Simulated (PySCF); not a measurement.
C$_{2}$H$_{12}$Si$_{3}$ (SMILES C[SiH2][SiH2][SiH2]C), singlet, geometry from GFN2-xTB, with bond 10-2 at 1.4 times its length; SA2-CASSCF(4,5)/STO-3G (PySCF).

Input for PySCF:
```python
from pyscf import gto, scf, mcscf
import numpy

mol = gto.M(
    atom='''
Si   -2.12898000   -0.58820132    0.22782422
C    -2.54074805    1.02599650   -0.68721800
Si    0.14107893   -1.01593470    0.05233740
Si    1.55802497    0.81289721    0.26420715
C     3.32565776    0.40371092   -0.30298482
H    -2.56653584   -0.42218043    1.62226740
H    -2.99812157   -1.63531582   -0.33021996
H    -2.29524383    0.95429390   -1.74318955
H    -1.98113674    1.86253543   -0.27727030
H    -4.01831429    1.36817890   -0.58434606
H     0.51037791   -2.04429018    1.04153059
H     0.41688084   -1.69444591   -1.22857710
H     1.10377365    1.96375105   -0.53394725
H     1.64099917    1.30238770    1.64916828
H     3.33855250    0.09442322   -1.34451535
H     3.74409129   -0.40934420    0.28378180
H     3.99132255    1.25687126   -0.20523646
''',
    basis='sto-3g',
    verbose=4,
)

mf = scf.RHF(mol)
mf.kernel()
mc = mcscf.CASSCF(mf, 5, 4)
mc.fix_spin_(ss=0.0)
mc = mc.state_average_([0.5, 0.5])
mc.kernel()
```

Question: What does PySCF print? Leave out banner, timings and long lists.

Answer: 
```
PySCF version 2.14.0

[INPUT] verbose = 4
[INPUT] num. atoms = 17
[INPUT] num. electrons = 66
[INPUT] charge = 0
[INPUT] spin (= nelec alpha-beta = 2S) = 0
[INPUT] symmetry False subgroup None
[INPUT] Mole.unit = angstrom
[INPUT] Symbol           X                Y                Z      unit          X                Y                Z       unit  Magmom
[INPUT]  1 Si    -2.128980000000  -0.588201320000   0.227824220000 AA   -4.023189124677  -1.111539400908   0.430525380343 Bohr   0.0
[INPUT]  2 C     -2.540748050000   1.025996500000  -0.687218000000 AA   -4.801317966023   1.938852389762  -1.298653807871 Bohr   0.0
[INPUT]  3 Si     0.141078930000  -1.015934700000   0.052337400000 AA    0.266600539647  -1.919838343442   0.098903352072 Bohr   0.0
[INPUT]  4 Si     1.558024970000   0.812897210000   0.264207150000 AA    2.944240488534   1.536153094323   0.499279153652 Bohr   0.0
[INPUT]  5 C      3.325657760000   0.403710920000  -0.302984820000 AA    6.284582350435   0.762903072296  -0.572558329701 Bohr   0.0
[INPUT]  6 H     -2.566535840000  -0.422180430000   1.622267400000 AA   -4.850049826481  -0.797805387851   3.065641086810 Bohr   0.0
[INPUT]  7 H     -2.998121570000  -1.635315820000  -0.330219960000 AA   -5.665628655451  -3.090299026969  -0.624025285265 Bohr   0.0
[INPUT]  8 H     -2.295243830000   0.954293900000  -1.743189550000 AA   -4.337382227798   1.803354113343  -3.294150832704 Bohr   0.0
[INPUT]  9 H     -1.981136740000   1.862535430000  -0.277270300000 AA   -3.743805853914   3.519681859999  -0.523964929476 Bohr   0.0
[INPUT] 10 H     -4.018314290000   1.368178900000  -0.584346060000 AA   -7.593513490526   2.585483410409  -1.104254015369 Bohr   0.0
[INPUT] 11 H      0.510377910000  -2.044290180000   1.041530590000 AA    0.964474469928  -3.863148559338   1.968207565457 Bohr   0.0
[INPUT] 12 H      0.416880840000  -1.694445910000  -1.228577100000 AA    0.787790614179  -3.202038702789  -2.321674241912 Bohr   0.0
[INPUT] 13 H      1.103773650000   1.963751050000  -0.533947250000 AA    2.085829902012   3.710951661327  -1.009014067465 Bohr   0.0
[INPUT] 14 H      1.640999170000   1.302387700000   1.649168280000 AA    3.101039001939   2.461156061002   3.116476382520 Bohr   0.0
[INPUT] 15 H      3.338552500000   0.094423220000  -1.344515350000 AA    6.308949877482   0.178434025600  -2.540765781774 Bohr   0.0
[INPUT] 16 H      3.744091290000  -0.409344200000   0.283781800000 AA    7.075307123470  -0.773548428679   0.536269881136 Bohr   0.0
[INPUT] 17 H      3.991322550000   1.256871260000  -0.205236460000 AA    7.542506494301   2.375142455237  -0.387840700175 Bohr   0.0

nuclear repulsion = 341.888326830623
number of shells = 33
number of NR pGTOs = 147
number of NR cGTOs = 49
basis = sto-3g
ecp = {}

******** <class 'pyscf.scf.hf.RHF'> ********
method = RHF
initial guess = minao
damping factor = 0
level_shift factor = 0
DIIS = <class 'pyscf.scf.diis.CDIIS'>
diis_start_cycle = 1
diis_space = 8
diis_damp = 0
SCF conv_tol = 1e-09
SCF conv_tol_grad = None
SCF max_cycles = 50
direct_scf = True
direct_scf_tol = 1e-13
Set gradient conv threshold to 3.16228e-05
Initial guess from minao.
init E= -937.75302926565
  HOMO = -0.270740070615026  LUMO = 0.167990341336967  gap/eV = 11.93846
cycle= 1 E= -938.563198092639  delta_E= -0.81  |g|= 0.203  |ddm|= 4.28
  HOMO = -0.292593458909351  LUMO = 0.345328635916544  gap/eV = 17.35874
cycle= 2 E= -938.583411727221  delta_E= -0.0202  |g|= 0.0498  |ddm|= 0.411
  HOMO = -0.299187349773057  LUMO = 0.34730812870429  gap/eV = 17.59204
cycle= 3 E= -938.584777599836  delta_E= -0.00137  |g|= 0.0134  |ddm|= 0.121
  HOMO = -0.299645234927494  LUMO = 0.347985506020506  gap/eV = 17.62293
cycle= 4 E= -938.584844594895  delta_E= -6.7e-05  |g|= 0.00143  |ddm|= 0.0228
  HOMO = -0.29983711802556  LUMO = 0.347878556573156  gap/eV = 17.62524
cycle= 5 E= -938.584845816353  delta_E= -1.22e-06  |g|= 0.000433  |ddm|= 0.00314
  HOMO = -0.299846014139669  LUMO = 0.347898367843479  gap/eV = 17.62602
cycle= 6 E= -938.58484592203  delta_E= -1.06e-07  |g|= 8.88e-05  |ddm|= 0.000856
  HOMO = -0.299858448050392  LUMO = 0.347895250992061  gap/eV = 17.62628
cycle= 7 E= -938.584845929152  delta_E= -7.12e-09  |g|= 1.49e-05  |ddm|= 0.000252
  HOMO = -0.299858889385003  LUMO = 0.347893498782141  gap/eV = 17.62624
cycle= 8 E= -938.584845929352  delta_E= -2e-10  |g|= 2.12e-06  |ddm|= 4.32e-05
  HOMO = -0.299858457068696  LUMO = 0.347894028007861  gap/eV = 17.62624
Extra cycle  E= -938.584845929353  delta_E= -4.55e-13  |g|= 7.57e-07  |ddm|= 4.09e-06
converged SCF energy = -938.584845929353

******** <class 'pyscf.mcscf.addons.StateAverageCASSCF'> ********
CAS (2e+2e, 5o), ncore = 31, nvir = 13
max_cycle_macro = 50
max_cycle_micro = 4
conv_tol = 1e-07
conv_tol_grad = None
orbital rotation max_stepsize = 0.02
orbital rotation threshold for CI restart = 0.01
augmented hessian ah_max_cycle = 30
augmented hessian ah_conv_tol = 1e-12
augmented hessian ah_linear dependence = 1e-14
augmented hessian ah_level shift = 1e-08
augmented hessian ah_start_tol = 2.5
augmented hessian ah_start_cycle = 3
augmented hessian ah_grad_trust_region = 3
kf_trust_region = 3
kf_interval = 4
ci_response_space = 4
ci_grad_trust_region = 3
with_dep4 0
natorb = False
canonicalization = True
sorting_mo_energy = False
ao2mo_level = 2
internal_rotation = False
******** <class 'pyscf.mcscf.addons.StateAverageSpinPenaltyFCISolver'> ********
max. cycles = 50
conv_tol = 1e-08
davidson only = True
linear dependence = 1e-12
level shift = 0.001
max iter space = 12
nroots = 2
pspace_size = 400
spin = None
State-average over 2 states with weights [0.5, 0.5]
CASCI E = -938.372284735445  S^2 = 0.0000000
Set conv_tol_grad to 0.000316228
macro iter   1 ( 21 JK    4 micro), CASSCF E = -938.382483178827  dE = -1.01984434e-02  S^2 = 0.0000000
               |grad[o]|=0.0387  |ddm|=0.0264  |maxRot[o]|=0.304
macro iter   2 ( 21 JK    4 micro), CASSCF E = -938.403009809828  dE = -2.05266310e-02  S^2 = 0.0000000
               |grad[o]|=0.0292  |ddm|=0.0526  |maxRot[o]|=0.311
macro iter   3 ( 21 JK    4 micro), CASSCF E = -938.409779425143  dE = -6.76961532e-03  S^2 = 0.0000000
               |grad[o]|=0.0254  |ddm|=0.0208  |maxRot[o]|= 0.31
macro iter   4 ( 17 JK    4 micro), CASSCF E = -938.411233961596  dE = -1.45453645e-03  S^2 = 0.0000000
               |grad[o]|=0.0106  |ddm|=0.0171  |maxRot[o]|= 0.21
macro iter   5 ( 11 JK    4 micro), CASSCF E = -938.411316992408  dE = -8.30308113e-05  S^2 = 0.0000000
               |grad[o]|=0.00225  |ddm|=0.0161  |maxRot[o]|=0.0284
macro iter   6 ( 11 JK    4 micro), CASSCF E = -938.411331054479  dE = -1.40620715e-05  S^2 = 0.0000000
               |grad[o]|=0.000525  |ddm|=0.00888  |maxRot[o]|=0.018
macro iter   7 (  3 JK    1 micro), CASSCF E = -938.411332326853  dE = -1.27237342e-06  S^2 = 0.0000000
               |grad[o]|=0.000254  |ddm|=0.00167  |maxRot[o]|=0.00279
macro iter   8 (  3 JK    1 micro), CASSCF E = -938.411333165777  dE = -8.38924734e-07  S^2 = 0.0000000
               |grad[o]|=0.000191  |ddm|=0.00122  |maxRot[o]|=0.00235
macro iter   9 (  3 JK    1 micro), CASSCF E = -938.411333720923  dE = -5.55145675e-07  S^2 = 0.0000000
               |grad[o]|=0.000161  |ddm|=0.00102  |maxRot[o]|=0.0019
macro iter  10 (  3 JK    1 micro), CASSCF E = -938.411334090501  dE = -3.69577833e-07  S^2 = 0.0000000
               |grad[o]|=0.000125  |ddm|=0.000872  |maxRot[o]|=0.00153
macro iter  11 (  3 JK    1 micro), CASSCF E = -938.411334342987  dE = -2.52485961e-07  S^2 = 0.0000000
               |grad[o]|=0.000105  |ddm|=0.000708  |maxRot[o]|=0.00127
macro iter  12 (  3 JK    1 micro), CASSCF E = -938.411334517254  dE = -1.74266916e-07  S^2 = 0.0000000
               |grad[o]|=8.29e-05  |ddm|=0.00063  |maxRot[o]|=0.00105
macro iter  13 (  3 JK    1 micro), CASSCF E = -938.411334639350  dE = -1.22095912e-07  S^2 = 0.0000000
               |grad[o]|=7.31e-05  |ddm|=0.000325  |maxRot[o]|=0.000876
macro iter  14 (  3 JK    1 micro), CASSCF E = -938.411334721136  dE = -8.17868795e-08  S^2 = 0.0000000
               |grad[o]|=6.64e-05  |ddm|=0.000287  |maxRot[o]|=0.00073
1-step CASSCF converged in  14 macro (126 JK  32 micro) steps
CASSCF canonicalization
Density matrix diagonal elements [1.89270718 1.51603956 0.48395048 0.09694683 0.01035595]
CASSCF energy = -938.411334721136
CASCI E = -938.411334721136  E(CI) = -2.75458383548505  S^2 = 0.0000000
CASCI state-averaged energy = -938.411334721136
CASCI energy for each state
  State 0 weight 0.5  E = -938.629378479933 S^2 = 0.0000000
  State 1 weight 0.5  E = -938.19329096234 S^2 = 0.0000000
```
